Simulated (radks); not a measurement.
Q: Tl54+, configuration [Ar] 3d9 (the NIST ground configuration). Calculated with a radial shooting solver on a logarithmic mesh with Libxc functionals: scalar-relativistic Kohn-Sham, PBEsol, spin-polarised, spherical densities, finite nucleus; open shells are filled with parallel spins first (spin-orbit coupling, left out, can overturn this in heavy ions); Fermi nuclear charge, rms radius 5.4759 fm. Some entries of the table are withheld. Estimate them.

orbital,occ.,eigenvalue (hartree),<r^2> (bohr^2),r(max) (bohr)
1s up,1,-3261.691,0.0003690,0.01004
1s down,1,-3261.688,0.0003690,0.01004
2s up,1,-675.0814,0.005576,0.05808
2s down,1,-674.9117,0.005575,0.05808
2p up,3,-597.3275,0.004719,0.04824
2p down,3,-597.1877,0.004717,0.04823
3s up,1,-241.5130,0.03427,0.1617
3s down,1,-241.3212,0.03429,0.1618
3p up,3,(1),(2),0.1609
3p down,3,(3),(4),0.1609
3d up,5,-196.8760,0.02822,0.1300
3d down,4,-196.6401,0.02825,0.1301

A: 
(1) 3p up eigenvalue (hartree): -218.9064
(2) 3p up <r^2> (bohr^2): 0.03484
(3) 3p down eigenvalue (hartree): -218.7158
(4) 3p down <r^2> (bohr^2): 0.03487
